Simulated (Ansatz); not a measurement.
All numbers were calculated with Ansatz.

C3H8OSi, SMILES `C/C=C(\O)[SiH3]` at its PBE0-D4/def2-TZVP geometry, where that method's forces vanish. Total charge 0; spin multiplicity 1.

```csv
atom,x (Å),y (Å),z (Å)
C1,2.0137,0.7849,0.1167
C2,0.7723,0.0366,0.4594
C3,-0.3492,0.0254,-0.2663
O4,-0.3963,0.7380,-1.4408
Si5,-1.8306,-0.9816,0.2621
H6,2.8515,0.0987,-0.0448
H7,2.3055,1.4511,0.9345
H8,1.8826,1.3813,-0.7856
H9,0.7738,-0.5538,1.3699
H10,-1.2926,0.7540,-1.7824
H11,-2.1040,-2.0723,-0.7146
H12,-3.0411,-0.1106,0.2833
H13,-1.5856,-1.5518,1.6085
```

(1) For each bond, give half the difference of the two atoms' forces along it (eV/Å; positive pushes the atoms apart) under PBE-D4, r2SCAN-D4, B3LYP-D4, ωB97M-V in def2-TZVPP. (Estimate.)

## Answers

(1) The calculation gave: 
```tsv
bond	length (Å)	PBE-D4	r2SCAN-D4	B3LYP-D4	ωB97M-V
C1–C2	1.489	-0.16	0.00	0.17	0.31
C1–H6	1.095	0.12	-0.02	-0.06	-0.11
C1–H7	1.094	0.12	-0.02	-0.06	-0.10
C1–H8	1.089	0.12	-0.04	-0.06	-0.09
C2–C3	1.336	0.40	0.18	-0.08	-0.25
C2–H9	1.085	0.01	-0.08	-0.13	-0.10
C3–O4	1.375	0.26	0.29	0.36	0.35
C3–Si5	1.868	-0.22	-0.17	-0.02	0.04
O4–H10	0.959	0.37	0.00	-0.07	-0.11
Si5–H11	1.489	0.08	-0.02	-0.08	-0.13
Si5–H12	1.492	0.08	-0.02	-0.08	-0.12
Si5–H13	1.483	0.08	-0.02	-0.07	-0.11
```

B3LYP here is the variant with VWN-RPA as its local correlation; programs differ in this.
